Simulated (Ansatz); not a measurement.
Born–Oppenheimer molecular dynamics of Cl$_{4}$H$_{2}$Ti (7 atoms, charge 0, multiplicity 1). It starts at the highest image of a converged band. Of that band: A vibrational analysis at the climbing image gives 2 clearly imaginary modes (93i, 57i cm⁻¹): a point of higher order, so a lower path passes nearby.

The calculation used Ansatz 0.2.0, RKS PBE-D4/def2-SVP.

- ensemble: NVE (velocity Verlet)
- time step: 0.5 fs
- steps asked: 200
- starting velocities drawn for: 300 K
- seed: 3573

First frame:

```xyz
7
Properties=species:S:1:pos:R:3
Ti -0.386 0.000 -0.360
Cl -0.189 0.001 2.998
Cl 1.755 0.000 0.059
Cl -0.947 1.778 -1.446
Cl -0.947 -1.778 -1.446
H -1.661 0.000 0.797
H -1.117 0.000 2.013
```

(1) How far do the bonds stretch over the last three quarters of this one trajectory? (Pairs bonded in most of those frames.)

Answers

(1) 
| bond | mean (Å) | spread (Å) | shortest | longest |
| --- | --- | --- | --- | --- |
| Ti1–Cl3 | 2.163 | 0.038 | 2.11 | 2.21 |
| Ti1–Cl4 | 2.168 | 0.013 | 2.15 | 2.19 |
| Ti1–Cl5 | 2.166 | 0.008 | 2.15 | 2.18 |
| Ti1–H6 | 1.701 | 0.011 | 1.68 | 1.73 |
| Cl2–H7 | 1.335 | 0.035 | 1.28 | 1.39 |

Mean temperature of the second half: 202 K. The conserved energy stayed within 0.05 meV per atom of its start (net change 0.039 meV per atom), so the integration is sound. A run of 0.1 ps of so small a system gives no equilibrium averages. The orbitals stay closed-shell, which can raise the energy where a bond breaks towards radicals; this wasn't checked here.

The run took 2.4 min on 4 threads of Intel(R) Xeon(R) 6975P-C (Granite Rapids), with other jobs on the host, peak memory 0.2 GiB.
